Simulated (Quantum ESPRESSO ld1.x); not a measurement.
Question: These are the eigenvalues of the occupied orbitals of an atom or ion with whole-number occupations (Ry). Calculated with ld1.x of Quantum ESPRESSO 7.5: scalar-relativistic Kohn-Sham, relativistic LDA (MacDonald-Vosko exchange, VWN5 correlation), spin-unpolarised, spherical densities, point nucleus.

orbital  eigenvalue
1s         -3056.86
2s         -494.328
2p         -443.255
3s         -108.491
3p         -92.2540
3d         -69.3093
4s         -23.3359
4p         -18.0022
4d         -10.3415
5s         -4.82770
5p         -3.46642
4f         -2.22566

Which element is it, and in what charge state? The configuration may be excited.

Answer: Z = 59, praseodymium, charge +3: Pr3+ in [Xe] 4f2. The list shows which subshells hold electrons but not how many an open one holds; the 1s level, -1528.4 hartree, gives Z - s = 55.3 by -(Z - s)^2/2, which with screening and relativity narrows Z to a few neighbours, and the depths of the outer levels then fix element, charge and occupations together.
